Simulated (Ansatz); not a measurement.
A nudged elastic band was laid between two geometries of Cl4Ge + HO (7 atoms, charge 0, multiplicity 2).

Level of theory: Ansatz 0.2.0, UHF/def2-SVP.

* movable images: 5
* climbing image: yes
* spring: 5.0 eV/Å²
* optimiser: quadratic models (default)
* start path: through a guess of the saddle point
* force threshold: 0.05 eV/Å
* iteration limit: 60
* end points: relaxed

First end point:

```xyz
7
Properties=species:S:1:pos:R:3
Ge 0.053 0.084 -0.167
Cl 0.278 0.444 1.917
Cl 1.968 -0.059 -1.069
Cl -1.034 1.681 -1.045
Cl -1.004 -1.737 -0.449
O -0.223 -0.346 5.427
H -0.549 -0.868 4.694
```

Last end point:

```xyz
7
Properties=species:S:1:pos:R:3
Ge -0.398 0.430 0.095
Cl 1.106 0.108 4.295
Cl 1.720 0.098 -0.106
Cl -1.142 1.159 -1.799
Cl -1.339 -1.490 0.452
O -0.085 -0.102 3.145
H -0.375 -1.004 3.226
```

Task: What changes between the two ends?

Result: Bonds broken: Ge1–Cl2. Bonds formed: Cl2–O6. Cl4Ge + HO becomes Cl3Ge + ClHO.

Task: What energy profile does the band end with?

Result: The run converged. The highest image is number 5 of 0 to 6, 2.51 eV above the first end and 0.02 eV above the last; the last end lies 2.48 eV above the first. A structure lower than the first end lies on the path between it and the top, so the climb from that side starts below the end, which may itself be a saddle point or a shallow side well. Neighbouring images differ by up to 2.2 eV, so the band resolves the path poorly. A vibrational analysis at the climbing image gives no mode beyond 40i cm⁻¹: the surface is too flat there to confirm a saddle point.

```csv
image,path coordinate (Å),energy (eV),Ge1–Cl2 (Å),Cl2–O6 (Å)
0,0.00,0.00,2.13,3.63
1,1.93,-0.03,2.13,3.83
2,3.85,-0.04,2.13,3.82
3,5.78,2.19,2.59,2.33
4,7.70,2.50,4.44,1.67
5,9.62,2.51,4.56,1.67
6,10.76,2.48,4.47,1.67
```

Task: What is the geometry of the highest image?

Result: 
```xyz
7
Properties=species:S:1:pos:R:3
Ge -0.124 0.413 0.045
Cl 1.035 -0.261 4.403
Cl 1.833 0.146 -0.817
Cl -1.406 1.327 -1.427
Cl -0.927 -1.556 0.474
O -0.260 -0.010 3.378
H -0.662 -0.862 3.253
```

The band took 36 iterations and roughly 60 core-minutes.

Time of the run: 15 min on 4 threads of Arm Neoverse V1, with other jobs on the host, peak memory 0.89 GiB.
